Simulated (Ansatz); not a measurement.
Cost and result for the atomization energy of `N[SiH2]O[SiH2]N` (13 atoms, 12 bonds).

Cartesian coordinates in Å:
```
N 1.551 1.527 -0.435
Si 1.536 -0.170 -0.615
O 0.502 -0.986 0.359
Si -1.006 -0.888 0.991
N -2.201 -0.222 -0.029
H 1.971 1.987 0.355
H 0.906 2.124 -0.922
H 1.162 -0.435 -2.027
H 2.885 -0.683 -0.285
H -1.396 -2.280 1.315
H -0.957 -0.022 2.195
H -2.364 0.768 -0.090
H -2.590 -0.720 -0.812
```

Total charge 0; spin multiplicity 1. All single points use the PBE0-D4/def2-TZVP geometry. It is one conformer, not always the lowest. Program: Ansatz. All runs use 2 threads of an AMD EPYC 7R13 on a shared host and a share of an NVIDIA H100 80 GB. Times are those of one run each, without the atoms' runs, and a repeat can differ threefold. Electronic energies, without spin–orbit coupling; frozen cores. CCSD(T)/CBS adds CCSD(T) − MP2 in def2-TZVPP to the MP2 limit, and its time is that of the two runs behind it. T1 = 0.011. B3LYP takes the VWN-RPA correlation (the form of Gaussian; ORCA's B3LYP/G).

CCSD(T)/CBS is a level of theory with its own doubt, some kJ/mol a heavy atom from the limit and from the frozen cores, so smaller differences don't rank the functionals.

| level | functions | wall time |
| --- | --- | --- |
| r2SCAN-D4/def2-TZVPP (with forces) | 289 | 2.7 s |
| PBE0-D4/def2-TZVPP | 289 | 2.7 s |
| ωB97X-V/def2-TZVPP | 289 | 2.8 s |
| B3LYP-D4/def2-TZVPP (with forces) | 289 | 2.9 s |
| ωB97M-V/def2-TZVPP (with forces) | 289 | 3.1 s |
| B2PLYP/def2-TZVPP | 289 | 3.1 s |
| MP2/def2-QZVPP | 551 | 3.3 s |
| PBE-D4/def2-TZVPP (with forces) | 289 | 4.2 s |
| CCSD(T)/def2-TZVPP | 289 | 4.2 s |
| CCSD(T)/CBS(def2) | – | 7.4 s |

Question: What atomization energy does each give, and how far from CCSD(T)/CBS? (Estimate.)

Answer: Ansatz gave: 
```json
{"level": "r2SCAN-D4/def2-TZVPP (with forces)", "atomization (kcal/mol)": "1090.0", "difference from CCSD(T)/CBS": "-10.4", "per bond": "-0.9"}
{"level": "PBE0-D4/def2-TZVPP", "atomization (kcal/mol)": "1082.1", "difference from CCSD(T)/CBS": "-18.3", "per bond": "-1.5"}
{"level": "ωB97X-V/def2-TZVPP", "atomization (kcal/mol)": "1103.4", "difference from CCSD(T)/CBS": "3.0", "per bond": "0.3"}
{"level": "B3LYP-D4/def2-TZVPP (with forces)", "atomization (kcal/mol)": "1098.5", "difference from CCSD(T)/CBS": "-1.9", "per bond": "-0.2"}
{"level": "ωB97M-V/def2-TZVPP (with forces)", "atomization (kcal/mol)": "1101.6", "difference from CCSD(T)/CBS": "1.2", "per bond": "0.1"}
{"level": "B2PLYP/def2-TZVPP", "atomization (kcal/mol)": "1084.9", "difference from CCSD(T)/CBS": "-15.5", "per bond": "-1.3"}
{"level": "MP2/def2-QZVPP", "atomization (kcal/mol)": "1097.7", "difference from CCSD(T)/CBS": "-2.7", "per bond": "-0.2"}
{"level": "PBE-D4/def2-TZVPP (with forces)", "atomization (kcal/mol)": "1098.4", "difference from CCSD(T)/CBS": "-2.0", "per bond": "-0.2"}
{"level": "CCSD(T)/def2-TZVPP", "atomization (kcal/mol)": "1064.3", "difference from CCSD(T)/CBS": "-36.1", "per bond": "-3.0"}
{"level": "CCSD(T)/CBS(def2)", "atomization (kcal/mol)": "1100.4", "difference from CCSD(T)/CBS": "0.0", "per bond": "0.0"}
```

In def2-TZVPP, CCSD(T) changes the Hartree–Fock value by +282.1 kcal/mol (the triples alone add +13.5 kcal/mol) and MP2 by +293.5 kcal/mol; breaking electron pairs costs correlation energy, which Hartree–Fock lacks. From PBE to PBE0 (25 % exact exchange), in def2-TZVPP and without D4, the atomization energy moves by −15.3 kcal/mol: exact exchange takes away binding that semilocal exchange gives to molecules. The D4 term adds +10.5 kcal/mol with B3LYP and +5.6 kcal/mol with PBE0; it sums over pairs of atoms, weighted by their polarisabilities, and B3LYP, whose exchange is more repulsive, gets the larger term.
